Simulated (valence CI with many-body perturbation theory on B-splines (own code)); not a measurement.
Ladder of approximations for Tc¹¹⁺

Calculated by configuration interaction combined with many-body perturbation theory (CI+MBPT): four valence electrons over a frozen Dirac-Fock core [Ar] 3d10, a basis of 11 s, 11 p, 9 d, 7 f, 5 g, 2 h, 1 i functions for each j, with the one-electron correlation potential Σ1 (screened to all orders), the two-electron term Σ2, the three-electron term Σ3, Breit, model QED; selected single and double excitations, second order for the rest, scaled by the run's own slope (own B-spline code, finite nucleus).

No measured spectrum was set against this ion. As an estimate, levels hold to about 250 cm⁻¹ or 0.2 % of their energy and the worst to 1 %, as in measured heavy ions of charge 2 to 7; those with d or f electrons hold less well.

Each rung adds one term. CI alone is the Dirac-Coulomb CI over the frozen core; QED comes last and gives the full result, which names the levels. Energies are above 4s²4p² ³P_0 on the same rung, in cm⁻¹.

Names give the largest LS component (configuration and term), which can be under half, so a name can repeat, a term be missing and a line seem to break the LS rules; names also repeat where a configuration has a term twice.

```tsv
Level	CI alone	+ Σ1	+ Σ2	+ Σ3	+ Breit	Full
4s²4p² ³P_1	21216	21622	21867	21898	21461	21520
4s²4p² ³P_2	31839	32317	32438	32447	31928	31994
4s²4p² ¹D_2	63615	64495	64629	64625	63710	63825
4s²4p² ¹S_0	95981	96922	96459	96326	95453	95556
4s4p³ ⁵S°_2	217080	218372	221698	221880	221579	220936
4s4p³ ³D°_1	270806	272168	273386	273459	273198	272579
4s4p³ ³D°_2	272187	273616	275065	275145	274786	274176
4s4p³ ³D°_3	280685	282284	283876	283971	283387	282801
4s4p³ ³P°_0	308647	310306	310898	310890	310383	309788
4s4p³ ³P°_1	311839	313569	314102	314107	313502	312921
4s4p³ ³P°_2	315376	317162	317709	317737	317045	316488
4s4p³ ¹D°_2	350022	351959	351052	351102	350214	349739
4s4p³ ³S°_1	368454	370142	363540	363438	363069	362424
4s4p³ ¹P°_1	402946	405131	399654	399542	398643	398091
4s²4p4d ³F°_2	413468	415233	415266	415379	414421	414411
4s²4p4d ³F°_3	426099	428060	428268	428388	427153	427186
4s²4p4d ³F°_4	445849	448153	448670	448804	447157	447241
4s²4p4d ³P°_2	453672	455622	451715	451711	450665	450606
4s²4p4d ³D°_1	463942	465895	461627	461592	460624	460598
4s²4p4d ¹D°_2	475776	478069	474176	474172	472794	472778
4s²4p4d ³P°_0	481200	483516	480424	480438	479073	479105
4s²4p4d ³P°_1	485692	488032	484265	484257	482850	482877
4s²4p4d ³D°_3	488531	490863	486357	486324	484876	484904
4s²4p4d ³D°_2	490040	492437	488288	488270	486775	486802
4s²4p4d ¹F°_3	523755	526227	521268	521110	519615	519680
4s²4p4d ¹P°_1	530867	533374	528824	528594	527121	527157
4p⁴ ³P_2	554053	556477	555910	556020	555789	554551
4p⁴ ³P_0	577724	580392	579429	579503	579078	577865
4p⁴ ³P_1	580604	583465	583312	583437	582736	581573
4p⁴ ¹D_2	587560	590438	590611	590718	589992	588829
4s4p²4d ⁵F_1	606198	608722	612029	612285	611592	610880
```

Problem. How does the ionisation energy move along the ladder, and which term matters most?

Solution. CI alone 239.25, + Σ1 240.34, + Σ2 240.21, + Σ3 240.15, + Breit 240.00, + QED 240.02 eV. The largest step is Σ1, 1.09 eV. NIST lists 239 ± 2.5 eV (theoretical).
